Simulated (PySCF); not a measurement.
Radial density of Xe⁺ (xenon, charge +1)

M06-L, [Kr] 4d10 5s2 5p5, 2P determinant. Computed with PySCF 2.14 in def2-SVP with the def2 core potential (28 electrons), with a scalar-relativistic core potential. This is the valence pseudo-density: the core potential removes the inner electrons and smooths the orbitals near the nucleus.

| r (bohr) | 4πr²ρ (e/bohr) | 4πr²(ρα − ρβ) |
| --- | --- | --- |
| 0.00119 | 1.573e-05 | 0.0000 |
| 0.00200 | 4.410e-05 | 0.0000 |
| 0.00336 | 0.0001216 | 0.0000 |
| 0.00565 | 0.0003211 | 0.0000 |
| 0.00951 | 0.0007654 | 0.0000 |
| 0.0160 | 0.001537 | 0.0000 |
| 0.0269 | 0.002616 | 0.0000 |
| 0.0452 | 0.003514 | 0.0000 |
| 0.0761 | 0.006109 | 0.0000 |
| 0.128 | 0.03374 | 0.0002 |
| 0.215 | 0.3821 | 0.0020 |
| 0.362 | 5.324 | 0.0333 |
| 0.609 | 27.46 | 0.1255 |
| 1.02 | 15.08 | 0.0258 |
| 1.72 | 5.270 | 0.6175 |
| 2.90 | 1.573 | 0.2494 |
| 4.88 | 0.04860 | 0.0046 |
| 8.20 | 7.603e-05 | 0.0000 |

Energies and moments cover only the electrons outside the core potential.
